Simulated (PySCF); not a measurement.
Compound: C4H2O3.
Bonds: O1–C2 (double), C2–C3, C3–C4 (double), C4–O5, C4–C6, C6–O7 (double), C2–C6. Hydrogens: H8 on C3; H9 on O5.

Method: CAM-B3LYP/def2-SVP geometry optimisation, gas phase (PySCF 2.14.0).

**Question.** What internal coordinates does the optimisation give?

**Answer.** 
```csv
bond,length (pm)
O1=C2,119.2
C2–C3,149.2
C3–C4,136.1
C4–O5,131.1
C4–C6,150.5
C6=O7,119.2
C2–C6,156.6
C3–H8,108.8
O5–H9,97.1
```

A selection of angles:
```csv
angle,degrees
O1–C2–C3,136.8
O1–C2–C6,136.2
C3–C2–C6,87.0
C2–C3–C4,93.4
C2–C3–H8,133.1
C4–C3–H8,133.5
C3–C4–O5,134.7
C3–C4–C6,94.4
O5–C4–C6,130.9
C4–O5–H9,109.1
C4–C6–O7,133.8
C2–C6–C4,85.2
C2–C6–O7,141.0
```

Dihedral angles: H9–O5–C4–C3 180° (antiperiplanar).

O5 (oxygen bonded to C and H) is bent (angle 109.1°). The 4 C–C bonds span 1.361 Å (C3–C4, drawn aromatic) to 1.566 Å (C2–C6, drawn aromatic), a spread of 0.205 Å. The 4-membered ring C2–C3–C4–C6 has internal angles of 85.2° to 94.4° (sum 360°, against 360° for a flat polygon); it is planar, 0.00 Å rms from its mean plane, widest ring torsion 0°. The 3 C–O bonds span 1.192 Å (O1=C2, drawn double) to 1.311 Å (C4–O5, drawn single), a spread of 0.119 Å. The 7 heavy atoms lie in one plane (0.002 Å rms).

Point group: Cs (tolerance 0.08 Å). No CAM-B3LYP/def2-SVP frequencies stand behind this structure, so it isn't proved a minimum. The numbers are those of one conformer (C3–C4–O5–H 180°).
